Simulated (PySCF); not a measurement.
Cartesian coordinates in Å; atom numbers follow the order of the lines, from 1:
```xyz
21

C     1.4889   -3.1639   -0.2435
C     1.8523   -1.9565    0.1734
C     1.0316   -0.7575    0.1105
C     1.5757    0.4247    0.4572
Si    0.7461    2.1108    0.4309
C    -0.8095    1.9437   -0.6593
C    -1.5823    0.7653   -0.1844
C    -2.7239    0.8556    0.4808
Cl   -3.5154    2.3541    0.8515
Si   -0.7679   -0.9088   -0.4750
H     0.5192   -3.3513   -0.6712
H     2.1543   -4.0081   -0.1765
H     2.8461   -1.8197    0.5875
H     2.6125    0.4188    0.7850
H     0.3720    2.5061    1.7944
H     1.6533    3.1065   -0.1567
H    -0.5030    1.7863   -1.6944
H    -1.4107    2.8513   -0.6236
H    -3.2700    0.0035    0.8502
H    -0.7907   -1.2035   -1.9169
H    -1.4876   -1.9405    0.2796
```

- coordinates at the GFN2-xTB level
- σ from GIAO-PBE0/pcSseg-1
- program: PySCF
- one averaged value for each set of equivalent atoms, a single conformation, no solvent, no relativistic terms

Question: Predict the 2D correlation tables (HSQC, COSY, HMBC).

Answer: 

HSQC (one-bond C–H):
```csv
δH,δC
6.98 (H14),151.3 (C4)
6.75 (H13),153.6 (C2)
6.32 (H19),134.1 (C8)
5.56 (H12),124.1 (C1)
5.47 (H11),124.1 (C1)
2.38 (H17/H18),19.0 (C6)
```

COSY cross peaks (H two or three bonds apart, from the bond graph; peaks can be absent where the dihedral angle is near 90°):
```csv
δH,δH
6.98 (H14),4.55 (H15/H16)
6.75 (H13),5.56 (H12)
6.75 (H13),5.47 (H11)
5.56 (H12),5.47 (H11)
4.55 (H15/H16),2.38 (H17/H18)
```

HMBC (two and three bonds, from the bond graph):
```csv
δH,δC
6.98 (H14),"162.6 (C3), 153.6 (C2), 19.0 (C6)"
6.75 (H13),"162.6 (C3), 151.3 (C4), 124.1 (C1)"
6.32 (H19),"139.2 (C7), 19.0 (C6)"
5.56 (H12),"162.6 (C3), 153.6 (C2)"
5.47 (H11),"162.6 (C3), 153.6 (C2)"
4.76 (H20/H21),"162.6 (C3), 153.6 (C2), 151.3 (C4), 139.2 (C7), 134.1 (C8), 19.0 (C6)"
4.55 (H15/H16),"162.6 (C3), 151.3 (C4), 139.2 (C7), 19.0 (C6)"
2.38 (H17/H18),"151.3 (C4), 139.2 (C7), 134.1 (C8)"
```

Shifts are taken against calculated references (same method and geometry level): TMS for ¹H (31.72 ppm), ¹³C (186.93 ppm).

Short H···H contacts in this conformer between protons four or more bonds apart (candidates for NOE cross peaks, intensity ∝ r⁻⁶): H13···H14 2.26 Å, H11···H21 2.63 Å, H19···H21 2.70 Å.

Carbons that carry Cl, above all several Cl atoms, come out too deshielded, partly because spin–orbit coupling is missing. Shifts are as computed. Against solution values, carbons near 30 ppm lie about +3 ppm off and those near 130 ppm about +5 ppm; carbons on Cl a further +6 ppm. Of 1211 compounds with measured shifts, 218 miss one by over three times the rms of a fit or turn the order of signals round; such compounds aren't used in these exercises.
